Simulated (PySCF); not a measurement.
PBE0 on C⁻ (carbon, charge -1), [He] 2s2 2p3, high-spin 4S determinant. All numbers are calculated (PySCF 2.14, no relativity, point nucleus, in aug-cc-pwCVQZ).

```
cycle= 1 E= -37.8589400731195  delta_E= -0.00404  |g|= 0.0128  |ddm|= 0.383
cycle= 2 E= -37.8589388071353  delta_E= 1.27e-06  |g|= 0.0129  |ddm|= 0.0666
cycle= 3 E= -37.8590740176273  delta_E= -0.000135  |g|= 0.00245  |ddm|= 0.0318
cycle= 4 E= -37.8590792516125  delta_E= -5.23e-06  |g|= 0.00023  |ddm|= 0.00788
cycle= 5 E= -37.8590793287532  delta_E= -7.71e-08  |g|= 2.48e-05  |ddm|= 0.00184
cycle= 6 E= -37.8590793292799  delta_E= -5.27e-10  |g|= 1.43e-06  |ddm|= 7.94e-05
converged SCF energy = -37.8590793292799  <S^2> = 3.7526945  2S+1 = 4.001347
```

Highest occupied orbital energy: 0.897 eV; ⟨L²⟩ = 0.00; populations by l: s 4.00, p 3.00, d 0.00, f 0.00.

Task: Can this result be used?

Result: With care. Self-consistency was reached. At PBE0 the highest occupied level has a positive energy, so only the finite basis holds that electron; in a semilocal or global hybrid functional this comes from self-interaction and does not mean that the real anion is unbound.
